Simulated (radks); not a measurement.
Values are calculated unless marked as measured or tabulated.
Neutral manganese inside a hard spherical wall (all orbitals vanish at R), configuration held at [Ar] 3d5 4s2 and not refilled when levels cross. Code: a radial shooting solver on a logarithmic mesh with Libxc functionals. Model: non-relativistic Kohn-Sham, LDA (Slater exchange, VWN5 correlation), spin-unpolarised, spherical densities, point nucleus. Eigenvalues in eV, with the zero of energy where the potential of the charges vanishes at infinity; a dash marks a level that is unbound or too diffuse for the functional's potential to be trusted. A positive occupied level is held by the wall or, in an anion where self-interaction has pushed it up, behind a barrier. The pressure on the wall is -dE/dV.

R (bohr)  E (hartree)  kinetic (hartree)    e(3s)    e(3p)   e(3d)   e(4s)  e(4p, empty)  e(5s, empty)  pressure (GPa)
free      -1148.44937           1146.991  -83.720  -54.190  -7.253  -5.201        -1.492        -0.037               0
20        -1148.44937           1146.991  -83.720  -54.190  -7.253  -5.201        -1.492         0.079        < 0.0001
15        -1148.44937           1146.991  -83.719  -54.190  -7.253  -5.201        -1.489         0.322        < 0.0001
10        -1148.44903           1146.994  -83.689  -54.160  -7.224  -5.176        -1.386         1.720         0.00951
6         -1148.41345           1147.200  -82.574  -53.048  -6.159  -4.057         0.604        11.421            2.69
5         -1148.33435           1147.549  -81.140  -51.625  -4.805  -2.331         3.133        20.978            12.8
2.5       -1144.97165           1158.550  -60.603  -31.363  16.533  41.924        55.344        169.16            2260
2         -1139.44542           1175.602  -42.202  -12.354  38.238  99.507        116.23        315.85           11000
